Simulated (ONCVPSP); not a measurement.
Potentials for carbon compared

Generated with ld1.x 7.5 (TM, RRKJ, ultrasoft, PAW), atompaw 4.2 or ONCVPSP 4.0.1. The cutoff is in Ry: for ld1.x and atompaw files where the sum of valence levels is converged to 10 mRy in a Bessel basis, for ONCV files where the hardest occupied wave has 1 mHa per electron of residual kinetic energy. The error is the largest all-electron minus pseudo excitation energy over each file’s own four to seven test configurations (ionisations up to +4, promotions, holes and added fractions of an electron), all of which were solved. The labels leave out finer settings (local radius, basis sizes, second energies), which also bear on the numbers. Spin-polarised tests are not counted. The rows are a selection from randomly drawn settings: files with unsolved tests, undetermined cutoffs or missed reference levels are left out.

| potential | cutoff (Ry) | largest error (meV) | bound ghosts |
| --- | --- | --- | --- |
| ONCV, PBE, scalar-relativistic, rc 1.05/3.25 (sp), local smoothed, core correction yes, reference 2s2 2p2, qcut 6.2/4.4, projectors 2/2 | 39 | +3129 | none |
| ONCV, PBE, scalar-relativistic, rc 0.85/3.00 (sp), local s, core correction yes, reference 2s1.5 2p2.5, qcut 8.8/3.8, projectors 0/1 | 40 | +2060 | none |
| ONCV, LDA (Perdew-Wang 92), non-relativistic, rc 1.20/1.20 (sp), local smoothed, core correction yes, reference 2s1, qcut 6.9/6.7, projectors 3/2 | 39 | +266 | none |

(1) Fill in the row for C: ONCV, revPBE, fully relativistic, rc 1.30/1.55/1.45 (spd), local smoothed, core correction yes, reference 2s2 2p1, qcut 5/6.9/5.6, projectors 1/2/2.

(2) Fill in the row for C: ONCV, PBE, scalar-relativistic, rc 1.35/2.05 (sp), local smoothed, core correction yes, reference 2s2 2p2, qcut 5.8/7.7, projectors 2/2.

## Answers

(1) cutoff 100 Ry, largest error +207 meV, bound ghosts: none.

(2) cutoff 36 Ry, largest error +590 meV, bound ghosts: none.
